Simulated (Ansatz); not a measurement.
Species: sum formula HSiO₂Cl₂ (charge 0, doublet). It need not be the lowest isomer of its formula. SMILES: [O][Si](O)(Cl)Cl
Structure (B3LYP-D3(BJ)/def2-TZVP (Ansatz, an electronic-structure program) minimum search):
```xyz
6

Si     0.3344     0.0604    -0.1098
Cl    -0.3698    -0.1512     1.7996
Cl    -1.1557    -0.0763    -1.4747
O      0.9527     1.5788     0.0389
O      1.4225    -1.0637    -0.5319
H      2.2505    -1.0993    -0.0422
```
Charge 0, spin multiplicity 2.

Quantity: atomisation energy (electronic, to ground-state atoms), in eV. Valence correlation only, unless marked. Open shells are spin-unrestricted. Spin-orbit coupling is left out. No relativistic terms. The coupled-cluster limit lacks core correlation, which all-electron functionals hold. CBS(X,Y): correlation extrapolated as X^-3; Hartree-Fock from the larger set. The bracket is a focal-point correction in the basis named.

```tsv
level	program	atomisation energy (eV)
PBE-D3(BJ)/def2-TZVPD	Ansatz + dftd3	22.85
BLYP/def2-TZVPD	Ansatz	___
r2SCAN/def2-TZVPD	Ansatz	22.59
B3LYP-D4/def2-TZVPD	Ansatz + dftd4	22.00
B3LYP/def2-TZVPD	Ansatz	21.67
PBE0-D3(BJ)/def2-TZVP	Ansatz + dftd3	22.15
r2SCAN0/def2-TZVPD	Ansatz	21.90
CAM-B3LYP-D4/def2-TZVPD	Ansatz + dftd4	22.15
CAM-B3LYP/def2-TZVPD	Ansatz	21.98
wB97X-V/def2-TZVPD	Ansatz	22.38
SCS-MP2/cc-pV(D+d)Z	Ansatz	19.84
CCSD/cc-pV(T+d)Z	Ansatz	___
RI-MP2/CBS(cc-pV(T+d)Z,cc-pV(Q+d)Z)+[CCSD(T)-MP2]/cc-pV(T+d)Z	Ansatz	22.40
```

Q: What belongs in the gaps?

A: 
- BLYP/def2-TZVPD, atomisation energy (eV): 21.76
- CCSD/cc-pV(T+d)Z, atomisation energy (eV): 20.94
